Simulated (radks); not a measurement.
Ionisation ladder of mercury, from Hg66+ to Hg79+. Each ion is in the ground configuration listed by NIST, and IE = E(next ion) - E(this ion), with E = 0 for the bare nucleus. Method: scalar-relativistic Kohn-Sham, LDA (Slater exchange, VWN5 correlation), spin-polarised, spherical densities, finite nucleus; open shells are filled with parallel spins first (spin-orbit coupling, left out, can overturn this in heavy ions); Fermi nuclear charge, rms radius 5.4648 fm; computed with a radial shooting solver on a logarithmic mesh with Libxc functionals.

species  configuration  E (hartree)  IE, Delta-SCF (eV)  -e(HOMO) (eV)     HOMO  <r> HOMO (bohr)  IE, NIST (eV)    kind  error (eV)
Hg66+     [Ne] 3s2 3p2  -14340.9230              7653.9         7589.5    3p up            0.165           8010  theory      -356.1
Hg67+     [Ne] 3s2 3p1  -14059.6478              7788.1         7724.8    3p up            0.164           8160  theory      -371.9
Hg68+         [Ne] 3s2  -13773.4409              8491.6         8434.2       3s            0.166           8470  theory       +21.6
Hg69+         [Ne] 3s1  -13461.3812              8637.9         8580.4    3s up            0.165           8620  theory       +17.9
Hg70+             [Ne]  -13143.9432             19125.3        18952.8       2p           0.0621          18550  theory      +575.3
Hg71+     [He] 2s2 2p5  -12441.1017             19487.1        19315.8  2p down           0.0618          18910  theory      +577.1
Hg72+     [He] 2s2 2p4  -11724.9626             19842.1        19674.8  2p down           0.0614          19310  theory      +532.1
Hg73+     [He] 2s2 2p3  -10995.7793               20322          20142    2p up           0.0610          19680  theory      +641.6
Hg74+     [He] 2s2 2p2  -10248.9750               20693          20515    2p up           0.0607          22120  theory     -1426.7
Hg75+     [He] 2s2 2p1   -9488.5085               21058          20884    2p up           0.0603          22580  theory     -1522.1
Hg76+         [He] 2s2   -8714.6453               23212          23075       2s           0.0672          23170  theory       +42.4
Hg77+         [He] 2s1   -7861.6068               23581          23442    2s up           0.0670        23544.1  theory       +37.2
Hg78+             [He]   -6995.0108               94387          93829       1s           0.0165        94124.7  theory      +262.5
Hg79+              1s1   -3526.3437               95957          95395    1s up           0.0164        95898.2  theory       +58.5

Reference values: NIST Atomic Spectra Database (exp. = measured, semi-emp. = semi-empirical, theory = theoretical value adopted there). The ionisation energy per charge of the ion left behind rises most, in proportion, at Hg78+ ([He]), from 302.32 to 1194.8 eV. Open shells are spherical and high-spin; term and fine-structure splittings are not resolved. Spin-orbit splitting is averaged out at the scalar-relativistic level.
